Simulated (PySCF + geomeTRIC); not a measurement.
Level of theory: PBE-D3(BJ)/def2-TZVP run with PySCF + geomeTRIC. fastk is a local helper that only speeds up exchange builds. No frequencies were computed at this level.

```python
import json, numpy as np
from pyscf import gto, dft
from fastk import lowrank_exchange
atoms = """
F     -3.473240    -0.400133     0.020753
Si    -2.008409    -0.411248    -0.661416
Si    -0.448008    -0.338519     1.050420
Si     1.596863     0.576403     0.467802
S      1.946481    -0.046892    -1.579724
H     -2.047163     0.768873    -1.517648
H     -2.032893    -1.629757    -1.459803
H     -0.207650    -1.683194     1.603140
H     -0.917997     0.438704     2.209732
H      1.696104     2.036293     0.416607
H      2.787205     0.128244     1.190945
H      3.108706     0.561225    -1.740807
"""
def scf(charge, spin, dm0=None):
    mol = gto.M(atom=atoms, basis='def2-tzvp', ecp={}, charge=charge, spin=spin, verbose=3, max_memory=5040)
    mf = dft.KS(mol, xc='pbe').density_fit(auxbasis="def2-universal-jkfit")
    mf.disp = 'd3bj'
    mf.grids.level = 3
    mf.conv_tol = 1e-8
    mf.max_cycle = 60
    mf.kernel(dm0)
    if not mf.converged:
        mf = mf.newton().run(mf.mo_coeff, mf.mo_occ).undo_soscf()
    return mf
mf = scf(0, 0)
from pyscf.geomopt.geometric_solver import kernel as optimize
path = []
done, mol = optimize(mf, maxsteps=80, assert_convergence=False, callback=lambda env: path.append((env["energy"], bool(env["g_scanner"].converged))))
res = dict(converged=bool(done and path[-1][1]), energy=path[-1][0], path=[e for e, c in path], xyz=mol.atom_coords(unit="Angstrom").tolist(), nao=mol.nao)
json.dump(res, open("result.json", "w"))
```

Output:

```
converged SCF energy = -1370.1644931927
Geometry optimization cycle 1
converged SCF energy = -1370.16449319362
cycle 1: E = -1370.16449319  dE = -1370.16  norm(grad) = 0.0522258
Geometry optimization cycle 2
converged SCF energy = -1370.17276309757
cycle 2: E = -1370.1727631  dE = -0.0082699  norm(grad) = 0.0157237
Geometry optimization cycle 3
converged SCF energy = -1370.17371709715
cycle 3: E = -1370.1737171  dE = -0.000954  norm(grad) = 0.00687643
Geometry optimization cycle 4
converged SCF energy = -1370.17401714533
cycle 4: E = -1370.17401715  dE = -0.000300048  norm(grad) = 0.00291545
Geometry optimization cycle 5
converged SCF energy = -1370.17422297986
cycle 5: E = -1370.17422298  dE = -0.000205835  norm(grad) = 0.00380466
Geometry optimization cycle 6
converged SCF energy = -1370.17443626235
cycle 6: E = -1370.17443626  dE = -0.000213282  norm(grad) = 0.00654571
Geometry optimization cycle 7
converged SCF energy = -1370.17457734143
cycle 7: E = -1370.17457734  dE = -0.000141079  norm(grad) = 0.00478904
Geometry optimization cycle 8
converged SCF energy = -1370.17472587533
cycle 8: E = -1370.17472588  dE = -0.000148534  norm(grad) = 0.00125045
Geometry optimization cycle 9
converged SCF energy = -1370.17474397375
cycle 9: E = -1370.17474397  dE = -1.80984e-05  norm(grad) = 0.00108937
Geometry optimization cycle 10
converged SCF energy = -1370.17477479406
cycle 10: E = -1370.17477479  dE = -3.08203e-05  norm(grad) = 0.00107981
Geometry optimization cycle 11
converged SCF energy = -1370.17478536929
cycle 11: E = -1370.17478537  dE = -1.05752e-05  norm(grad) = 0.000913432
Geometry optimization cycle 12
converged SCF energy = -1370.1747920166
cycle 12: E = -1370.17479202  dE = -6.64731e-06  norm(grad) = 0.000573186
Geometry optimization cycle 13
converged SCF energy = -1370.1747951225
cycle 13: E = -1370.17479512  dE = -3.1059e-06  norm(grad) = 0.00050823
Geometry optimization cycle 14
converged SCF energy = -1370.17479910658
cycle 14: E = -1370.17479911  dE = -3.98407e-06  norm(grad) = 0.000949364
Geometry optimization cycle 15
converged SCF energy = -1370.17480302555
cycle 15: E = -1370.17480303  dE = -3.91898e-06  norm(grad) = 0.00110092
Geometry optimization cycle 16
converged SCF energy = -1370.17480629226
cycle 16: E = -1370.17480629  dE = -3.26671e-06  norm(grad) = 0.000828508
Geometry optimization cycle 17
converged SCF energy = -1370.17480841648
cycle 17: E = -1370.17480842  dE = -2.12422e-06  norm(grad) = 0.000435811
Geometry optimization cycle 18
converged SCF energy = -1370.17480844806
cycle 18: E = -1370.17480845  dE = -3.15786e-08  norm(grad) = 0.000547702
Geometry optimization cycle 19
converged SCF energy = -1370.17481001735
cycle 19: E = -1370.17481002  dE = -1.56929e-06  norm(grad) = 0.000493206
Geometry optimization cycle 20
converged SCF energy = -1370.174811918
cycle 20: E = -1370.17481192  dE = -1.90065e-06  norm(grad) = 0.000289135
Geometry optimization cycle 21
converged SCF energy = -1370.17481293631
cycle 21: E = -1370.17481294  dE = -1.01831e-06  norm(grad) = 0.000253315
Geometry optimization cycle 22
converged SCF energy = -1370.17481342139
cycle 22: E = -1370.17481342  dE = -4.8508e-07  norm(grad) = 0.000204649
Geometry optimization cycle 23
converged SCF energy = -1370.17481366667
cycle 23: E = -1370.17481367  dE = -2.45278e-07  norm(grad) = 0.000157682
<class 'geometric.internal.Distance'> : 11
<class 'geometric.internal.Angle'> : 19
<class 'geometric.internal.Dihedral'> : 21
<class 'geometric.internal.TranslationX'> : 1
<class 'geometric.internal.TranslationY'> : 1
<class 'geometric.internal.TranslationZ'> : 1
<class 'geometric.internal.RotationA'> : 1
<class 'geometric.internal.RotationB'> : 1
<class 'geometric.internal.RotationC'> : 1
Step    0 : Gradient = 1.508e-02/2.299e-02 (rms/max) Energy = -1370.1644931936
Step    1 : Displace = 6.896e-02/1.182e-01 (rms/max) Trust = 1.000e-01 (=) Grad = 4.539e-03/1.145e-02 (rms/max) E (change) = -1370.1727630976 (-8.270e-03) Quality = 1.168
Step    2 : Displace = 4.085e-02/7.683e-02 (rms/max) Trust = 1.414e-01 (+) Grad = 1.985e-03/3.990e-03 (rms/max) E (change) = -1370.1737170972 (-9.540e-04) Quality = 1.283
Step    3 : Displace = 3.525e-02/6.394e-02 (rms/max) Trust = 2.000e-01 (+) Grad = 8.416e-04/1.463e-03 (rms/max) E (change) = -1370.1740171453 (-3.000e-04) Quality = 1.384
Step    4 : Displace = 4.502e-02/8.085e-02 (rms/max) Trust = 2.828e-01 (+) Grad = 1.098e-03/2.687e-03 (rms/max) E (change) = -1370.1742229799 (-2.058e-04) Quality = 1.497
Step    5 : Displace = 8.410e-02/1.529e-01 (rms/max) Trust = 3.000e-01 (+) Grad = 1.890e-03/4.104e-03 (rms/max) E (change) = -1370.1744362624 (-2.133e-04) Quality = 1.153
Step    6 : Displace = 3.165e-02/5.622e-02 (rms/max) Trust = 3.000e-01 (=) Grad = 1.382e-03/2.679e-03 (rms/max) E (change) = -1370.1745773414 (-1.411e-04) Quality = 1.645
Step    7 : Displace = 4.029e-02/6.582e-02 (rms/max) Trust = 3.000e-01 (=) Grad = 3.610e-04/8.570e-04 (rms/max) E (change) = -1370.1747258753 (-1.485e-04) Quality = 1.099
Step    8 : Displace = 9.152e-03/1.632e-02 (rms/max) Trust = 3.000e-01 (=) Grad = 3.145e-04/7.727e-04 (rms/max) E (change) = -1370.1747439738 (-1.810e-05) Quality = 1.603
Step    9 : Displace = 2.866e-02/5.232e-02 (rms/max) Trust = 3.000e-01 (=) Grad = 3.117e-04/6.859e-04 (rms/max) E (change) = -1370.1747747941 (-3.082e-05) Quality = 1.126
Step   10 : Displace = 2.008e-02/3.828e-02 (rms/max) Trust = 3.000e-01 (=) Grad = 2.637e-04/5.972e-04 (rms/max) E (change) = -1370.1747853693 (-1.058e-05) Quality = 1.094
Step   11 : Displace = 2.591e-02/5.087e-02 (rms/max) Trust = 3.000e-01 (=) Grad = 1.655e-04/3.898e-04 (rms/max) E (change) = -1370.1747920166 (-6.647e-06) Quality = 0.669
Step   12 : Displace = 1.084e-02/2.161e-02 (rms/max) Trust = 3.000e-01 (=) Grad = 1.467e-04/2.984e-04 (rms/max) E (change) = -1370.1747951225 (-3.106e-06) Quality = 0.668
Step   13 : Displace = 1.279e-02/2.673e-02 (rms/max) Trust = 3.000e-01 (=) Grad = 2.741e-04/6.028e-04 (rms/max) E (change) = -1370.1747991066 (-3.984e-06) Quality = 0.431
Step   14 : Displace = 8.415e-03/1.730e-02 (rms/max) Trust = 3.000e-01 (=) Grad = 3.178e-04/6.335e-04 (rms/max) E (change) = -1370.1748030256 (-3.919e-06) Quality = 0.529
Step   15 : Displace = 1.194e-02/2.476e-02 (rms/max) Trust = 3.000e-01 (=) Grad = 2.392e-04/5.889e-04 (rms/max) E (change) = -1370.1748062923 (-3.267e-06) Quality = 0.292
Step   16 : Displace = 4.394e-03/8.696e-03 (rms/max) Trust = 3.000e-01 (=) Grad = 1.258e-04/2.740e-04 (rms/max) E (change) = -1370.1748084165 (-2.124e-06) Quality = 0.396
Step   17 : Displace = 3.605e-03/5.334e-03 (rms/max) Trust = 3.000e-01 (=) Grad = 1.581e-04/3.105e-04 (rms/max) E (change) = -1370.1748084481 (-3.158e-08) Quality = 0.006
Step   18 : Displace = 1.912e-03/3.434e-03 (rms/max) Trust = 1.802e-03 (-) Grad = 1.424e-04/2.570e-04 (rms/max) E (change) = -1370.1748100174 (-1.569e-06) Quality = 0.557
Step   19 : Displace = 1.916e-03/3.322e-03 (rms/max) Trust = 1.802e-03 (=) Grad = 8.347e-05/1.490e-04 (rms/max) E (change) = -1370.1748119180 (-1.901e-06) Quality = 0.422
Step   20 : Displace = 1.794e-03/3.729e-03 (rms/max) Trust = 1.802e-03 (=) Grad = 7.313e-05/1.405e-04 (rms/max) E (change) = -1370.1748129363 (-1.018e-06) Quality = 0.223
Step   21 : Displace = 8.390e-04/2.115e-03 (rms/max) Trust = 8.968e-04 (-) Grad = 5.908e-05/1.134e-04 (rms/max) E (change) = -1370.1748134214 (-4.851e-07) Quality = 0.167
Step   22 : Displace = 4.289e-04/1.158e-03 (rms/max) Trust = 4.195e-04 (-) Grad = 4.552e-05/8.689e-05 (rms/max) E (change) = -1370.1748136667 (-2.453e-07) Quality = 0.153
Converged! =D
```

Cost: very roughly 13 core-minutes.
